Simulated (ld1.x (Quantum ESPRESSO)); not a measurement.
# u(r) = r·R(r): atom against pseudo-atom (Hg)

Columns: radius, all-electron u(r) and pseudo u(r) of the 5d shell (level -18.84 eV) of mercury in the configuration [Xe] 4f14 5d10 6s1 6p0; PBE, scalar-relativistic, PAW scheme, ld1.x (Quantum ESPRESSO) 7.5.

| r (bohr) | all-electron | pseudo |
| --- | --- | --- |
| 0.143 | 0.2166 | 0.0073 |
| 0.285 | -0.3818 | 0.0538 |
| 0.428 | -0.3363 | 0.1628 |
| 0.570 | 0.0705 | 0.3289 |
| 0.713 | 0.4660 | 0.5254 |
| 0.855 | 0.7300 | 0.7080 |
| 0.998 | 0.8678 | 0.8408 |
| 1.140 | 0.9112 | 0.9026 |
| 1.283 | 0.8951 | 0.8976 |
| 1.425 | 0.8454 | 0.8479 |
| 1.568 | 0.7784 | 0.7786 |
| 1.710 | 0.7055 | 0.7055 |
| 1.853 | 0.6319 | 0.6319 |
| 1.995 | 0.5619 | 0.5619 |
| 2.138 | 0.4964 | 0.4964 |
| 2.280 | 0.4370 | 0.4370 |
| 2.423 | 0.3830 | 0.3830 |
| 2.565 | 0.3351 | 0.3351 |
| 2.708 | 0.2923 | 0.2923 |
| 2.850 | 0.2548 | 0.2548 |
| 2.992 | 0.2217 | 0.2217 |
| 3.135 | 0.1925 | 0.1925 |
| 3.278 | 0.1670 | 0.1670 |
| 3.420 | 0.1449 | 0.1449 |
| 3.563 | 0.1255 | 0.1255 |
| 3.705 | 0.1087 | 0.1087 |

(1) How many radial nodes do the two functions have?

(2) At about which radius was the pseudo-wave matched?

(3) Is the pseudo-wave norm-conserving?

Answers

(1) The all-electron 5d function has n − l − 1 = 2; the pseudo-wave has 0, since the states of the same l below it are removed with the core.

(2) 1.65 bohr, where the columns begin to agree (steps of 0.14 bohr).

(3) No, it belongs to a PAW set: the norm inside the radius is not constrained, and the difference is carried by the augmentation charge.
